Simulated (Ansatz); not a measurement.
Cost and result for the atomization energy of C₂H₉BSSi (14 atoms, 14 bonds).

```xyz
14

C    -0.222   -0.077   -2.371
S     0.799    0.215   -0.920
C     0.402   -1.240    0.110
B    -0.454   -0.026    0.613
Si    0.136    1.039    2.206
H    -0.375    0.882   -2.865
H    -1.183   -0.482   -2.059
H     0.288   -0.762   -3.049
H     1.294   -1.563    0.639
H    -0.029   -2.031   -0.498
H    -1.581    0.074    0.213
H     1.621    0.985    2.388
H    -0.235    2.481    2.125
H    -0.462    0.507    3.467
```

Charge 0, multiplicity 1. The bonds changed during the relaxation, so this is another structure than the one it started from. Geometry: relaxed with PBE0-D4/def2-TZVP. It is one conformer, not always the lowest. Program: Ansatz. All runs use 4 threads of an AMD EPYC 9R14 on a shared host. Times are those of one run each, without the atoms' runs, and a repeat can differ threefold. Electronic energies, without spin–orbit coupling; frozen cores. CCSD(T)/CBS adds CCSD(T) − MP2 in def2-TZVPP to the MP2 limit, and its time is that of the two runs behind it. T1 = 0.012. B3LYP takes the VWN-RPA correlation (the form of Gaussian; ORCA's B3LYP/G).

CCSD(T)/CBS is a level of theory with its own doubt, some kJ/mol a heavy atom from the limit and from the frozen cores, so smaller differences don't rank the functionals.

| level | functions | wall time |
| --- | --- | --- |
| PBE-D4/def2-TZVPP (with forces) | 303 | 2.9 s |
| PBE0-D4/def2-TZVPP | 303 | 3.6 s |
| r2SCAN-D4/def2-TZVPP (with forces) | 303 | 4.6 s |
| B3LYP-D4/def2-TZVPP (with forces) | 303 | 6.5 s |
| B2PLYP/def2-TZVPP | 303 | 7 s |
| ωB97X-V/def2-TZVPP | 303 | 7.5 s |
| ωB97M-V/def2-TZVPP (with forces) | 303 | 11 s |
| MP2/def2-QZVPP | 581 | 21 s |
| CCSD(T)/def2-TZVPP | 303 | 7.9 min |
| CCSD(T)/CBS(def2) | – | 8.2 min |

(1) What atomization energy does each give, and how far from CCSD(T)/CBS? (An estimate is asked.)

Answers

(1) The calculation gave: 
```json
{"level": "PBE-D4/def2-TZVPP (with forces)", "atomization (kcal/mol)": "1175.2", "difference from CCSD(T)/CBS": "18.3", "per bond": "1.3"}
{"level": "PBE0-D4/def2-TZVPP", "atomization (kcal/mol)": "1164.8", "difference from CCSD(T)/CBS": "7.9", "per bond": "0.6"}
{"level": "r2SCAN-D4/def2-TZVPP (with forces)", "atomization (kcal/mol)": "1166.1", "difference from CCSD(T)/CBS": "9.2", "per bond": "0.7"}
{"level": "B3LYP-D4/def2-TZVPP (with forces)", "atomization (kcal/mol)": "1159.1", "difference from CCSD(T)/CBS": "2.2", "per bond": "0.2"}
{"level": "B2PLYP/def2-TZVPP", "atomization (kcal/mol)": "1144.3", "difference from CCSD(T)/CBS": "-12.6", "per bond": "-0.9"}
{"level": "ωB97X-V/def2-TZVPP", "atomization (kcal/mol)": "1164.4", "difference from CCSD(T)/CBS": "7.5", "per bond": "0.5"}
{"level": "ωB97M-V/def2-TZVPP (with forces)", "atomization (kcal/mol)": "1163.8", "difference from CCSD(T)/CBS": "6.9", "per bond": "0.5"}
{"level": "MP2/def2-QZVPP", "atomization (kcal/mol)": "1154.0", "difference from CCSD(T)/CBS": "-2.9", "per bond": "-0.2"}
{"level": "CCSD(T)/def2-TZVPP", "atomization (kcal/mol)": "1130.2", "difference from CCSD(T)/CBS": "-26.7", "per bond": "-1.9"}
{"level": "CCSD(T)/CBS(def2)", "atomization (kcal/mol)": "1156.9", "difference from CCSD(T)/CBS": "0.0", "per bond": "0.0"}
```

In def2-TZVPP, CCSD(T) changes the Hartree–Fock value by +260.1 kcal/mol (the triples alone add +15.3 kcal/mol) and MP2 by +268.2 kcal/mol; breaking electron pairs costs correlation energy, which Hartree–Fock lacks. The D4 term adds +12.7 kcal/mol with B3LYP and +6.7 kcal/mol with PBE0; it sums over pairs of atoms, weighted by their polarisabilities, and B3LYP, whose exchange is more repulsive, gets the larger term. From PBE to PBE0 (25 % exact exchange), in def2-TZVPP and without D4, the atomization energy moves by −9.2 kcal/mol: exact exchange takes away binding that semilocal exchange gives to molecules.
